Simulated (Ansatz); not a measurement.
Total energies of the cluster BiIO (the lowest singlet isomer of a short search) from Ansatz at PBE-D4/def2-TZVP, gas phase (1 Eh = 27.2114 eV = 2625.5 kJ/mol). The reference geometry is relaxed at B3LYP-D4/def2-TZVP.

```xyz
3

Bi    0.895   -0.380    0.236
O    -0.291   -0.268    1.719
I    -0.604    0.648   -1.955
```

| state | geometry | energy (Eh) |
| --- | --- | --- |
| charge 0 singlet | reference | -587.57711 |
| charge 1 doublet | reference | -587.23659 |
| charge 0 triplet | relaxed at B3LYP-D4/def2-TZVP | -587.51910 |
| charge 0 quintet | relaxed at B3LYP-D4/def2-TZVP | -587.45721 |
| free Bi atom (quartet) | – | -214.63705 |
| free O atom (triplet) | – | -75.00967 |
| free I atom (doublet) | – | -297.66548 |

In the def2 sets Bi, I take a core potential; there is no spin–orbit coupling.

**Question.** Work out the vertical ionisation energy to the doublet.

**Answer.** E(charge 1 doublet) − E(charge 0 singlet) = -587.23659 − (-587.57711) = 0.34052 Eh = 9.27 eV. For comparison, −ε of the highest occupied level is 6.38 eV at this level, 2.89 eV less.

**Question.** Which of the charge 0 states is lowest, and how far above it are the others?

**Answer.** The singlet. triplet: -587.51910 − (-587.57711) = 0.05801 Eh = 152.3 kJ/mol; quintet: -587.45721 − (-587.57711) = 0.11990 Eh = 314.8 kJ/mol. The quintet differs in its bonds from the reference.

**Question.** What is the binding energy per atom against free atoms?

**Answer.** Atoms: 1 × (-214.63705) + 1 × (-75.00967) + 1 × (-297.66548) = -587.31220 Eh. Binding: -587.31220 − (-587.57711) = 0.26491 Eh = 7.21 eV, or 2.40 eV for each of 3 atoms (no zero-point energy, no counterpoise term).

At PBE-D4/def2-TZVP the gap within one spin of the charge 1 doublet nearly closes, so an electron or hole may be smeared out by delocalisation error. 

The structure comes from a short search, and lower isomers may exist.
